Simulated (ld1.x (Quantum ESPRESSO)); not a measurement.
gallium (Ga): one change to a PAW potential, before and after

ld1.x (Quantum ESPRESSO) 7.5 input, shortened:

```
&input
   title='Ga', zed=31., rel=1, dft='PBE', iswitch=3,
   config='[Ar] 3d10 4s2 4p1 4f-2'
 /
 &inputp
   pseudotype=3, lpaw=.true., tm=.true., lloc=-1, rcloc=1.85,
   nlcc=.false.,
   which_augfun='GAUSS', rmatch_augfun=1.15
 /
8
4S  1  0   2.00   0.00  1.95  2.05  0.0
4S  1  0   0.00   2.35  1.95  2.05  0.0
4P  2  1   1.00   0.00  1.95  2.50  0.0
4P  2  1   0.00   0.40  1.95  2.50  0.0
3D  3  2  10.00   0.00  1.20  1.50  0.0
3D  3  2   0.00  -0.90  1.20  1.50  0.0
4F  4  3  -2.00   0.20  1.55  2.10  0.0
4F  4  3  -2.00   1.75  1.55  2.10  0.0
 &test
   configts(1)='3d10 4s2 4p1'
 /
```

All-electron outer shells of the reference configuration (PBE, scalar-relativistic, ld1.x):

```
shell  level (eV)  outermost node (bohr)  outermost maximum (bohr)
   3s     -148.13                   0.27                      0.56
   3p      -98.86                   0.24                      0.56
   3d      -19.15                      –                      0.53
   4s       -8.95                   0.81                      1.90
   4p       -2.58                   0.87                      2.53
```

Change: functional PBEsol.

Cutoffs: the cutoffs (Ry, on a coarse ladder) from which the occupation-weighted sum of valence levels, in a spherical-Bessel basis at the reference potential, stays within 10 and 1 mRy of its value at 400 Ry; they do not see the model core or the augmentation charge, which bear on the density cutoff. Errors are all-electron minus pseudo energies relative to the spin-unpolarised reference configuration.

Q: Predict the effect on cutoff, ghosts and configuration errors.

A: The potential gets neither clearly harder nor softer (50 Ry and 80 Ry → 50 Ry and 80 Ry); of the 7 tests that both files solve, the error grows in 1 and shrinks in 2 by more than 15 % and 0.3 meV (median size 2.0 → 1.2 meV); neither file shows a bound ghost.

| quantity | base | changed |
| --- | --- | --- |
| cutoff, loose | 50 Ry | 50 Ry |
| cutoff, tight | 80 Ry | 80 Ry |
| bound ghosts | none | none |
| error for 3d10 4s2 4p0, meV [ΔE 5.69 → 5.68 eV] | 0.0 | -0.4 |
| error for 3d10 4s1 4p0, meV [ΔE 26.82 eV] | +2.0 | -1.0 |
| error for 3d10 4s0 4p0, meV [ΔE 58.09 → 57.94 eV] | +4.5 | -2.5 |
| error for 3d9 4s2 4p1, meV [ΔE 27.70 → 27.71 eV] | -194 | -189 |
| error for 3d10 4s1 4p2, meV [ΔE 6.54 → 6.55 eV] | -1.0 | -1.2 |
| error for 3d10 4s2 4p1.3, meV [ΔE -0.53 eV] | +0.1 | +0.1 |
| error for 3d9 4s2 4p2, meV [ΔE 20.32 → 20.32 eV] | -171 | -168 |
| s: phases at 2.71 bohr within 0.05 rad from the reference energy up to (Ry; the scan ends near 5) | to the end of the scan | to the end of the scan |
| p: phases at 2.71 bohr within 0.05 rad from the reference energy up to (Ry; the scan ends near 5) | 3.5 | 3.5 |
| d: phases at 2.71 bohr within 0.05 rad from the reference energy up to (Ry; the scan ends near 5) | to the end of the scan | to the end of the scan |
| f: phases at 2.71 bohr within 0.05 rad from the reference energy up to (Ry; the scan ends near 5) | to the end of the scan | to the end of the scan |
| lowest overlap eigenvalue by channel | s 0.44, p 0.69, d 1.00, f 0.95 | s 0.44, p 0.69, d 1.00, f 0.95 |
